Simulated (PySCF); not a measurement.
# Bond lengths and vibrations by method: AlGeH4O cation

Calculated results; nothing here was measured. The program is PySCF 2.14.0, an open-source quantum chemistry code, run on an isolated molecule that a program drew, which may never have been made. The molecule is AlGeH4O cation (charge +1, singlet), drawn as the SMILES string `[AlH+][O][GeH3]`.

The geometry was optimised and harmonic frequencies were computed with HF and MP2, all in the cc-pV(D+d)Z basis, for the commonest isotopes, with a restricted reference for singlets and an unrestricted one otherwise, and a frozen core in MP2. Germanium has the cc-pVDZ-PP basis, with a core potential (ECP10MDF) in place of its 10 inner electrons, and its 3s, 3p and 3d shells are frozen in MP2. Each result is a local minimum of its method.

Geometry at the HF minimum:
```xyz
7
AlGeH4O cation, angstrom
Al   -0.9198    1.7839   -1.7282
O     0.1058    0.5586   -1.7921
Ge    1.2956   -0.8632   -1.8662
H    -1.9053    2.9613   -1.6668
H     2.6289   -0.1992   -2.1484
H     0.7627   -1.7165   -3.0002
H     1.1831   -1.4956   -0.4931
```

Lengths of the bonds as drawn, in Å (atoms numbered as above):
| bond | HF | MP2 |
|---|---|---|
| Al1-O2 | 1.599 | 1.623 |
| O2-Ge3 | 1.855 | 1.891 |
| Al1-H4 | 1.537 | 1.542 |
| Ge3-H5 | 1.516 | 1.521 |
| Ge3-H6 | 1.516 | 1.521 |
| Ge3-H7 | 1.516 | 1.521 |

Rotational constants, in GHz:
| constant | HF | MP2 |
|---|---|---|
| A | 77.02 | 76.09 |
| B | 1.853 | 1.792 |
| C | 1.853 | 1.792 |

Harmonic frequencies in cm^-1, each column in rising order, so a row needn't be the same motion in every method:
| rank | HF | MP2 |
|---|---|---|
| 1 | 133 | 104 |
| 2 | 133 | 104 |
| 3 | 399 | 374 |
| 4 | 443 | 403 |
| 5 | 443 | 403 |
| 6 | 687 | 640 |
| 7 | 687 | 640 |
| 8 | 927 | 878 |
| 9 | 946 | 893 |
| 10 | 946 | 893 |
| 11 | 1189 | ? |
| 12 | 2180 | 2128 |
| 13 | 2315 | 2262 |
| 14 | 2316 | 2280 |
| 15 | 2316 | 2280 |

**Estimate the missing MP2 frequency from the HF column.**

A single factor s that minimises the squared misfit of MP2 against s times HF over the other rows is sum(HF x MP2) / sum(HF^2) = 0.9734, with an rms misfit of 24 cm^-1. For rank 11 it gives 0.9734 x 1189 = 1157 cm^-1. The calculation gives 1130 cm^-1, 27 cm^-1 below the estimate. The drawn bonds are on average 0.8 % longer in MP2 than in HF.
